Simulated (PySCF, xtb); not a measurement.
Se(iPr)(SH) (C₃H₈SSe), SMILES CC(C)[Se]S.

GFN2-xTB (xtb) at its own geometry gives an orbital gap of 3.45 eV and a dipole moment of 2.71 D.

Geometry optimised at PBE0-D3(BJ)/def2-SVP. The values are those of a single conformer.

What does PBE0/def2-TZVP (PySCF) give? (The exact figures need the calculation; the answer reports its results.)

gap 5.62 eV (levels -6.60 and -0.98 eV), dipole 2.08 D.
